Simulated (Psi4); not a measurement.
F2Ge (SMILES [F][Ge][F]), singlet, at a GFN2-xTB geometry, with bond 3-1 at 1.6 times its length; TPSS/6-31G** (Psi4).

Input for Psi4:
```
memory 2 GB

molecule mol {
0 1
  Ge    0.013325   -0.011198    0.438921
  F     0.624710    1.170874   -0.770623
  F    -1.083335   -1.802974   -1.527328
}

set basis 6-31g**
set reference rks
set dft_pruning_scheme treutler

energy('tpss')
print_variables()
```

### Question
Predict the main parts of the log of this Psi4 run.

### Answer

```
   => Loading Basis Set <=

    Name: 6-31G**
    Role: ORBITAL
    Keyword: BASIS

         ---------------------------------------------------------
                                   SCF
               by Justin Turney, Rob Parrish, Andy Simmonett
                          and Daniel G. A. Smith
                              RKS Reference
         ---------------------------------------------------------

  ==> Geometry <==

    Molecular point group: cs
    Full point group: Cs

    Geometry (in Angstrom), charge = 0, multiplicity = 1:

       Center              X                  Y                   Z               Mass
    ------------   -----------------  -----------------  -----------------  -----------------
         GE          -0.130600990000    -0.539509300829     0.000000000000    73.921177761000
         F           -1.460587455763     0.670952809373     0.000000000000    18.998403162730
         F            1.968744847457     1.428232189949     0.000000000000    18.998403162730

  Running in cs symmetry.

  Rotational constants: A =      0.36788  B =      0.12178  C =      0.09149 [cm^-1]
  Rotational constants: A =  11028.83155  B =   3650.87729  C =   2742.89573 [MHz]
  Nuclear repulsion =  149.916864687058649

  Charge       = 0
  Multiplicity = 1
  Electrons    = 50
  Nalpha       = 25
  Nbeta        = 25

  ==> Algorithm <==

  SCF Algorithm Type is DF.
  DIIS enabled.
  MOM disabled.
  Fractional occupation disabled.
  Guess Type is SAD.
  Energy threshold   = 1.00e-06
  Density threshold  = 1.00e-06
  Integral threshold = 1.00e-12

  ==> Primary Basis <==

  Basis Set: 6-31G**
    Blend: 6-31G**
    Number of shells: 24
    Number of basis functions: 65
    Number of Cartesian functions: 65
    Spherical Harmonics?: false
    Max angular momentum: 2

  ==> DFT Potential <==

   => LibXC <=

    Version 7.1.2
    S. Lehtola, C. Steigemann, M. J. T. Oliveira, and M. A. L. Marques,  SoftwareX 7, 1–5 (2018) (10.1016/j.softx.2017.11.002)

   => Composite Functional: TPSS <=

    TPSS Meta-GGA XC Functional

    J. Tao, et al., Phys. Rev. Lett., 91, 146401, 2003

    Deriv               =              1
    GGA                 =           TRUE
    Meta                =           TRUE

    Exchange Hybrid     =          FALSE
    MP2 Hybrid          =          FALSE

   => Exchange Functionals <=

    1.0000   XC_MGGA_X_TPSS

   => Correlation Functionals <=

    1.0000   XC_MGGA_C_TPSS

   => LibXC Density Thresholds  <==

[...]
   @DF-RKS iter  13: -2276.32813572005443   -2.27858e-05   1.05466e-04 ADIIS/DIIS
   @DF-RKS iter  14: -2276.32815244662970   -1.67266e-05   8.97548e-06 DIIS
   @DF-RKS iter  15: -2276.32815241129083    3.53389e-08   1.04808e-05 DIIS
   @DF-RKS iter  16: -2276.32815257177617   -1.60485e-07   1.55525e-06 DIIS
   @DF-RKS iter  17: -2276.32815257511902   -3.34285e-09   2.34038e-07 DIIS
  Energy and wave function converged.

  ==> Post-Iterations <==

   Electrons on quadrature grid:
      Ntotal   =   49.9998279219 ; deviation = -1.721e-04

    Orbital Energies [Eh]
    ---------------------

    Doubly Occupied:

[...]
      19Ap    -0.201009

    Virtual:

[...]
      47Ap    86.392136

    Final Occupation by Irrep:
             Ap   App
    DOCC [    19,    6 ]
    NA   [    19,    6 ]
    NB   [    19,    6 ]

  @DF-RKS Final Energy: -2276.32815257511902

   => Energetics <=

    Nuclear Repulsion Energy =            149.9168646870586485
    One-Electron Energy =               -3470.1188049423399207
    Two-Electron Energy =                1143.6551020599194999
    DFT Exchange-Correlation Energy =     -99.7813143797568785
    Empirical Dispersion Energy =           0.0000000000000000
    VV10 Nonlocal Energy =                  0.0000000000000000
    Total Energy =                      -2276.3281525751190202

Computation Completed

Properties will be evaluated at   0.000000,   0.000000,   0.000000 [a0]

Properties computed using the SCF density matrix

 Multipole Moments:

 ------------------------------------------------------------------------------------
     Multipole            Electronic (a.u.)      Nuclear  (a.u.)        Total (a.u.)
 ------------------------------------------------------------------------------------

 L = 1.  Multiply by 2.5417464519 to convert [e a0] to [Debye]
 Dipole X            :         -1.8981267            0.7449014           -1.1532253
 Dipole Y            :         -4.9717811            3.0771684           -1.8946128
 Dipole Z            :          0.0000000            0.0000000            0.0000000
 Magnitude           :                                                    2.2179914

 ------------------------------------------------------------------------------------

  Variable Map:
  ----------------------------------------------------------------------------
[...]
  Array Variable Map:
  ----------------------------------------------------------------------------
[...]
[...]
```
